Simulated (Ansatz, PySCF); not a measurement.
Species: C₃H₅O₃ (charge 0, doublet). It need not be the lowest isomer of its formula. 
Coordinates optimised at B3LYP-D3(BJ)/def2-TZVP (Ansatz, a quantum-chemistry and plane-wave program):
SMILES: [CH2]OC(=O)OC
```xyz
11

C      2.3673    -0.0151     0.0741
O      1.1501    -0.5067     0.4539
C      0.0464     0.0785    -0.0667
O      0.0374     0.9848    -0.8537
O     -1.0112    -0.5382     0.4551
C     -2.2832    -0.0426     0.0064
H      3.1959    -0.5857     0.4527
H      2.4043     0.7361    -0.6960
H     -3.0242    -0.6455     0.5224
H     -2.3762    -0.1589    -1.0724
H     -2.3936     1.0090     0.2673
```
Charge 0, spin multiplicity 2.

Total electronic energies in hartree. Valence correlation only, unless marked. Open shells are spin-unrestricted. No spin-orbit coupling. Non-relativistic. Basis-set limits of correlation are two-point, X^-3; Hartree-Fock from the larger set. The bracket is a focal-point correction in the basis named.

```csv
level,program,energy (Eh)
HF-D4/def2-TZVPD,PySCF + dftd4,-341.23741
RI-HF/cc-pVQZ,Ansatz,-341.22159
PBE0/def2-TZVPD,Ansatz,-342.70844
r2SCANh-D4/def2-TZVPD,Ansatz + dftd4,-342.89459
CAM-B3LYP-D4/def2-TZVPD,Ansatz + dftd4,-342.96148
B2PLYP-D4/def2-TZVPD,Ansatz + dftd4,-342.84080
RPA@PBE/cc-pVTZ,Ansatz,-342.95326
RPA@PBE/cc-pVQZ,Ansatz,-343.12985
"RI-MP2/CBS(cc-pVTZ,cc-pVQZ)+[CCSD(T)-MP2]/cc-pVTZ",Ansatz,-342.6073
```

Totals of different functionals don't rank their quality; only differences between species are comparable.
